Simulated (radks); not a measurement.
Results of a calculation; reference values are marked as such.
All-electron atom: Cr4+ in [Ar] 3d2 (the NIST ground configuration).

Level of theory: non-relativistic Kohn-Sham, PBE, spin-polarised, spherical densities, point nucleus; open shells are filled with parallel spins first (a radial shooting solver on a logarithmic mesh with Libxc functionals).

Energy parts (eV):
| part | energy |
|---|---|
| total | -28308.278 |
| kinetic | 28287.020 |
| electron-nucleus | -66047.761 |
| Hartree | 10720.058 |
| exchange-correlation | -1267.595 |

Orbitals (lengths in bohr, moments of r in powers of bohr):
[
 {"orbital": "1s down", "occ.": "1", "eigenvalue (eV)": "-5895.365", "<1/r>": "23.52", "<r>": "0.06419"},
 {"orbital": "1s up", "occ.": "1", "eigenvalue (eV)": "-5895.355", "<1/r>": "23.52", "<r>": "0.06419"},
 {"orbital": "2s up", "occ.": "1", "eigenvalue (eV)": "-721.4496", "<1/r>": "4.976", "<r>": "0.2961"},
 {"orbital": "2s down", "occ.": "1", "eigenvalue (eV)": "-720.3691", "<1/r>": "4.982", "<r>": "0.2958"},
 {"orbital": "2p up", "occ.": "3", "eigenvalue (eV)": "-622.3344", "<1/r>": "4.920", "<r>": "0.2611"},
 {"orbital": "2p down", "occ.": "3", "eigenvalue (eV)": "-621.5197", "<1/r>": "4.926", "<r>": "0.2608"},
 {"orbital": "3s up", "occ.": "1", "eigenvalue (eV)": "-132.4991", "<1/r>": "1.597", "<r>": "0.8815"},
 {"orbital": "3s down", "occ.": "1", "eigenvalue (eV)": "-129.8985", "<1/r>": "1.592", "<r>": "0.8836"},
 {"orbital": "3p up", "occ.": "3", "eigenvalue (eV)": "-104.3587", "<1/r>": "1.490", "<r>": "0.9179"},
 {"orbital": "3p down", "occ.": "3", "eigenvalue (eV)": "-101.8053", "<1/r>": "1.483", "<r>": "0.9214"},
 {"orbital": "3d up", "occ.": "2", "eigenvalue (eV)": "-59.3603", "<1/r>": "1.245", "<r>": "1.012"},
 {"orbital": "3d down", "occ.": "0", "eigenvalue (eV)": "-56.8855", "<1/r>": "1.234", "<r>": "1.025"},
 {"orbital": "4s up", "occ.": "0", "eigenvalue (eV)": "-40.8705", "<1/r>": "0.6040", "<r>": "2.223"},
 {"orbital": "4s down", "occ.": "0", "eigenvalue (eV)": "-39.6330", "<1/r>": "0.6008", "<r>": "2.234"},
 {"orbital": "4p up", "occ.": "0", "eigenvalue (eV)": "-33.6720", "<1/r>": "0.5463", "<r>": "2.448"}
]

The highest occupied level is 3d up at -59.360 eV. The density falls to 0.001 e/bohr^3 at r = 2.53 bohr. Spin moment in Bohr magnetons: 2.
